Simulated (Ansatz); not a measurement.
Ideal-gas functions of AlClFHOSi, SMILES `F[Si]1(Cl)[O][AlH]1` at 298.15 K and 1 bar, from an Ansatz frequency run at PBE0-D4/def2-TZVP.

Molar mass 126.53 g/mol, point group C1 (symmetry number 1), electronic degeneracy 1, moments of inertia 114.312, 285.38, 357.509 u Å². Harmonic wavenumbers (cm⁻¹, unscaled): 126, 214, 242, 268, 405, 416, 472, 629, 706, 853, 952, 1966.

Use S(trans) = R[1.5 ln M + 2.5 ln T − 1.1517]; rotational temperatures θ = 24.2544 K / I; S(rot) = R[ln(√π/σ · √(T³/θAθBθC)) + 1.5]; for each mode x = 1.438777 ν̃/T, S = R[x/(eˣ − 1) − ln(1 − e⁻ˣ)] and H = RT x/(eˣ − 1); 1 cm⁻¹ = 0.0119627 kJ/mol; R = 8.31446 J/(mol·K).

**Question.** By hand: the entropy, in J/(mol·K).

**Answer.** Translation 169.2. Rotation: θ = 0.2122, 0.085, 0.0678 K, giving 116.2. Vibration, mode by mode: 12.58, 8.41, 7.48, 6.73, 3.95, 3.79, 3.06, 1.68, 1.25, 0.70, 0.47, 0.01, in all 50.1. Electronic 0.0. Sum 335.5 J/(mol·K).

**Question.** By hand: H − E and G − E in kJ/mol, counted from the electronic energy.

**Answer.** Zero-point energy ½ × 7249 × 0.0119627 = 43.4; thermal vibration 8.9; translation, rotation and pV give 4 RT = 9.9. H − E = 62.2 kJ/mol, and G − E = 62.2 − 298.15 × 335.5/1000 = -37.8 kJ/mol.

Vibration gives 15 % of the entropy, 12.6 J/(mol·K) of it from the mode under 150 cm⁻¹: soft modes count most, and the harmonic formula is weakest for them. The sum counts one conformer and one mirror image; others add a mixing term.
